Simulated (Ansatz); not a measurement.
System: C6H8N (charge 0, doublet). It need not be the lowest isomer of its formula. 
Coordinates optimised at B3LYP-D3(BJ)/def2-TZVP (Ansatz, a first-principles code):
SMILES: c1[c]c(C)[nH]c1C
```xyz
15

C      2.5330    -0.5938     0.1312
C      1.1704    -0.0431    -0.0960
C      0.7075     1.0405    -0.7803
C     -0.6970     1.1433    -0.6997
C     -1.1001     0.0703     0.0700
N      0.0274    -0.6331     0.4258
C     -2.4615    -0.3528     0.5022
H      2.6349    -1.6094    -0.2629
H      2.7907    -0.6226     1.1942
H      3.2675     0.0329    -0.3718
H     -1.3432     1.8868    -1.1341
H      0.0235    -1.4658     0.9902
H     -2.7149    -1.3520     0.1350
H     -3.2049     0.3408     0.1120
H     -2.5590    -0.3652     1.5921
```
Charge 0, spin multiplicity 2.

Basis-set convergence of Hartree-Fock and CCSD correlation energies (hartree) with Ansatz. Correlated levels leave the core frozen unless marked. Open shells are spin-unrestricted. Spin-orbit coupling is left out. Non-relativistic.

The UHF reference is spin-contaminated (<S^2> 0.21 over the pure value in the largest basis). 

```
basis    functions       E(HF)  E(corr, CCSD)
-------  ---------  ----------  -------------
cc-pVDZ        138  -286.25868       -1.00000
cc-pVTZ        322           …              …
```

Q: Fill in the missing entries.

A: 
- cc-pVTZ, E(HF): -286.33272
- cc-pVTZ, E(corr, CCSD): -1.19166
